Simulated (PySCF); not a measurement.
## Magnetic susceptibility: `C=CC(=S)[C@@H](S)CC`, C6H10S2

Geometry (Å), atoms numbered from 1 in this order:
```xyz
18

C     3.4326   -0.3840   -0.0947
C     2.1825   -0.0914    0.2616
C     1.0286   -0.3242   -0.5780
S     1.1401   -0.9790   -2.0758
C    -0.2907    0.1171   -0.0281
S    -0.2203    1.9656   -0.0432
C    -1.5166   -0.4064   -0.7584
C    -2.8097    0.0108   -0.0734
H     3.6447   -0.8152   -1.0596
H     4.2663   -0.2038    0.5602
H     1.9775    0.3513    1.2283
H    -0.3524   -0.1183    1.0391
H    -0.1413    2.0826   -1.3680
H    -1.4463   -1.4968   -0.7897
H    -1.5044   -0.0469   -1.7895
H    -2.8524   -0.3879    0.9382
H    -3.6668   -0.3620   -0.6278
H    -2.8800    1.0949   -0.0178
```

The calculation used GIAO wB97X/STO-3G magnetisability, rotational g tensor and spin-rotation constants, non-relativistic, gas phase in PySCF 2.14.0. Geometry: GFN2-xTB.

(1) What are the magnetisability and the molar susceptibility?

(2) Split it along the inertial axes a, b, c into diamagnetic and paramagnetic parts about the centre of mass, with the quadrupole moment.

(3) And the rotational g tensor?

Results:

(1) Isotropic -1352 × 10⁻³⁰ J/T², or -81.4 × 10⁻⁶ cm³/mol; principal values -1879, -1336, -841 × 10⁻³⁰ J/T², anisotropy 899 × 10⁻³⁰ J/T² (root of half the summed squared differences of the principal values). The susceptibility is in cgs units.

(2) 
| axis | χ (10⁻⁶ cm³/mol) | diamagnetic (10⁻⁶ cm³/mol) | paramagnetic (10⁻⁶ cm³/mol) | summed x² of all electrons (Å²) | quadrupole Θ (D Å) |
| --- | --- | --- | --- | --- | --- |
| a | -79.1 | -693.4 | 614.3 | 273.5 | +0.09 |
| b | -67.1 | -1350.9 | 1283.8 | 118.5 | -3.63 |
| c | -98.0 | -1663.4 | 1565.3 | 44.9 | +3.54 |

Anisotropies 2χaa − χbb − χcc = +6.9 and 2χbb − χaa − χcc = +42.9 × 10⁻⁶ cm³/mol. Θ is traceless in Buckingham's convention.

(3) 
| axis | rotational constant (GHz) | g | nuclear part | electronic part |
| --- | --- | --- | --- | --- |
| a | 2.0103 | -0.0220 | 0.5583 | -0.5802 |
| b | 0.9888 | -0.0154 | 0.5810 | -0.5964 |
| c | 0.7736 | -0.0023 | 0.5666 | -0.5689 |

Asymmetric top; isotopes 12C, 1H, 32S; no vibrational averaging.
